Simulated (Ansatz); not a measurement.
`[O][Si](O)(O)Cl` radical from Hartree–Fock to CCSD(T)

Z-matrix (Å, degrees):
```
Si
O 1 1.615
O 1 1.623 2 106.8
O 1 1.646 2 111.7 3 126.8
Cl 1 2.039 2 113.3 3 -124.1
H 2 0.959 1 117.4 3 18.7
H 3 0.959 1 118.3 2 -179.7
```

The species carries charge 0 and has multiplicity 2. The geometry is a stationary point of PBE0-D4/def2-TZVP. It is one conformer, not always the lowest. Frozen core, unrestricted reference, the Gaussian-basis code of Ansatz. CBS rows extrapolate triple and quadruple zeta; past MP2 they add the triple-zeta difference.

```
      basis     HF (Eh)  MP2 corr.  CCSD corr.       (T)  CCSD(T) total
   def2-SVP  -973.91258   -0.72621    -0.76178  -0.01530     -974.68966
 def2-TZVPP  -974.48501   -0.95921    -0.99271  -0.03616     -975.51388
 def2-QZVPP  -974.51819   -1.04605           –         –              –
  CBS(def2)  -974.52276   -1.11038    -1.14388     as TZ     -975.70280
cc-pV(D+d)Z  -974.35918   -0.73547    -0.77111  -0.01649     -975.14678
cc-pV(T+d)Z  -974.48684   -0.96227    -0.99473  -0.03643     -975.51800
cc-pV(Q+d)Z  -974.51381   -1.04760           –         –              –
    CBS(cc)  -974.52194   -1.10835    -1.14081     as TZ     -975.69918
```
